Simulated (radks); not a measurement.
Valence configurations of Cd II (all share [Kr]). Method: Dirac Kohn-Sham, BLYP, spin-unpolarised, spherical densities, point nucleus; open shells fill j = l - 1/2 first; computed with a radial shooting solver on a logarithmic mesh with Libxc functionals. Energies are relative to 4d10 5s1; eigenvalues in eV.

valence,E (eV),e(4d3/2),e(4d5/2),e(5p1/2),e(5p3/2),e(5s1/2)
4d10 5s1,0.000,-20.800,-20.094,-,-,-13.163
4d10 5s0.5 5p0.5,2.743,-21.516,-20.808,-8.096,-,-13.629
4d9.5 5s1.5,3.773,-22.780,-22.053,-,-,-13.882
4d10 5p1,5.533,-22.208,-21.497,-8.445,-,-
4d9 5s2,8.180,-24.812,-24.063,-,-,-14.598
4d9 5s1.5 5p0.5,11.172,-25.493,-24.742,-8.999,-,-15.028
4d9 5s1 5p1,14.208,-26.153,-25.399,-9.324,-,-15.440
4d9 5p2,20.409,-27.415,-26.657,-9.932,-,-
4d7.5 5s1.5 5p2,39.126,-33.594,-32.770,-11.206,-,-18.194
4d7 5s1 5p3,54.679,-37.037,-36.188,-12.257,-11.638,-19.633

NIST lists [Kr] 4d10 5s1 as the ground configuration; this level of theory agrees among the configurations tried. The energies are those of spherical spin-averaged densities, not of single terms.
